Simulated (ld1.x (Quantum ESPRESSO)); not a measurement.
## Logarithmic derivatives: Hg, PAW

| Property | Result |
| --- | --- |
| Element | Hg (Z = 80) |
| Generator | ld1.x (Quantum ESPRESSO) 7.5 |
| Type | PAW |
| Functional | PBE |
| Relativity | non-relativistic |
| Frozen core | [Xe] |
| Valence charge | 26 |
| Reference configuration | 4f14 5d10 6s2 6p0 |
| Partial waves | 6s (bound): rcut 1.75, rcutus 2.45 bohr; 6s channel at 0.1 Ry: rcut 1.75, rcutus 2.45 bohr; 6p (bound, empty): rcut 3.15, rcutus 3.60 bohr; 6p channel at 4.2 Ry: rcut 3.15, rcutus 3.60 bohr; 5d (bound): rcut 1.55, rcutus 2.10 bohr; 5d channel at -0.15 Ry: rcut 1.55, rcutus 2.10 bohr; 4f (bound): rcut 0.65, rcutus 0.75 bohr; 4f channel at -6.7 Ry: rcut 0.65, rcutus 0.75 bohr |
| Local potential | all-electron potential smoothed inside 2.20 bohr (lloc = -1) |
| Core correction | a·sin(br)/r model core, default radius (core density twice the valence density) |
| Augmentation charge | BESSEL, radius 0.60 bohr |

The phase is arctan(r·u′/u) with u = r·R(r), unwrapped; energies in Ry, scanned from -10 to 5 Ry. A pole is an energy at which the radial function vanishes at the test radius. The pseudo phase is shifted by a multiple of π to meet the all-electron one at the reference energy, and phase errors are pseudo minus all-electron; the curves can meet again beyond the range given. Levels narrower than the energy grid can be missing from the lists of poles. Where the grid stepped over a known ghost or core level, its pole and its step of π were put in at the level’s energy.

Task: For each channel, where are the poles, and over which energies does the pseudopotential scatter like the atom?

Result:

| channel | radius (bohr) | reference energy (Ry) | poles, all-electron | poles, pseudo | unbroken range about the reference energy with phases within 0.05 rad | phase error 1 Ry above the reference energy (rad) |
| --- | --- | --- | --- | --- | --- | --- |
| s | 3.90 | -0.39 | -6.83, -0.00, 3.43 | -0.00, 3.43 | above -6.8 | -0.000 |
| p | 3.90 | -0.10 | -4.51, 0.62, 4.22 | 0.61, 4.22 | -4.5 to 1.6 | -0.009 |
| d | 3.90 | -0.89 | -0.87, 1.87 | -0.87, 1.87 | the whole range | +0.000 |
| f | 3.90 | -8.19 | 1.84, 4.37 | 1.91, 4.79 | below 0.9 | +0.000 |

Phases in the s channel:

| E (Ry) | all-electron | pseudo |
| --- | --- | --- |
| -10.00 | 4.630 | 1.488 |
| -9.76 | 4.629 | 1.487 |
| -9.52 | 4.628 | 1.486 |
| -9.28 | 4.627 | 1.485 |
| -9.04 | 4.625 | 1.484 |
| -8.80 | 4.624 | 1.483 |
| -8.56 | 4.623 | 1.481 |
| -8.32 | 4.622 | 1.480 |
| -8.08 | 4.620 | 1.478 |
| -7.84 | 4.619 | 1.477 |
| -7.60 | 4.617 | 1.476 |
| -7.36 | 4.615 | 1.474 |
| -7.12 | 4.614 | 1.472 |
| -6.88 | 4.612 | 1.470 |
| -6.64 | 1.468 | 1.468 |
| -6.40 | 1.466 | 1.466 |
| -6.16 | 1.464 | 1.464 |
| -5.92 | 1.462 | 1.462 |
| -5.68 | 1.460 | 1.460 |
| -5.44 | 1.457 | 1.457 |
| -5.20 | 1.454 | 1.454 |
| -4.96 | 1.451 | 1.451 |
| -4.72 | 1.448 | 1.448 |
| -4.48 | 1.444 | 1.444 |
| -4.24 | 1.440 | 1.440 |
| -4.00 | 1.436 | 1.436 |
| -3.76 | 1.431 | 1.431 |
| -3.52 | 1.425 | 1.425 |
| -3.28 | 1.419 | 1.419 |
| -3.04 | 1.413 | 1.413 |
| -2.80 | 1.405 | 1.404 |
| -2.56 | 1.395 | 1.395 |
| -2.32 | 1.384 | 1.384 |
| -2.08 | 1.370 | 1.370 |
| -1.84 | 1.352 | 1.352 |
| -1.60 | 1.327 | 1.327 |
| -1.36 | 1.292 | 1.292 |
| -1.12 | 1.234 | 1.234 |
| -0.88 | 1.114 | 1.114 |
| -0.64 | 0.699 | 0.699 |
| -0.40 | -0.943 | -0.943 |
| -0.16 | -1.463 | -1.463 |
| 0.08 | -1.610 | -1.610 |
| 0.32 | -1.695 | -1.695 |
| 0.56 | -1.771 | -1.771 |
| 0.80 | -1.864 | -1.871 |
| 1.04 | -2.018 | -2.016 |
| 1.28 | -2.377 | -2.371 |
| 1.52 | -3.331 | -3.317 |
| 1.76 | -4.114 | -4.109 |
| 2.00 | -4.389 | -4.387 |
| 2.24 | -4.512 | -4.511 |
| 2.48 | -4.582 | -4.581 |
| 2.72 | -4.628 | -4.628 |
| 2.96 | -4.662 | -4.662 |
| 3.20 | -4.690 | -4.689 |
| 3.44 | -4.713 | -4.713 |
| 3.68 | -4.734 | -4.735 |
| 3.92 | -4.755 | -4.756 |
| 4.16 | -4.777 | -4.779 |
| 4.40 | -4.802 | -4.805 |
| 4.64 | -4.831 | -4.836 |
| 4.88 | -4.869 | -4.880 |
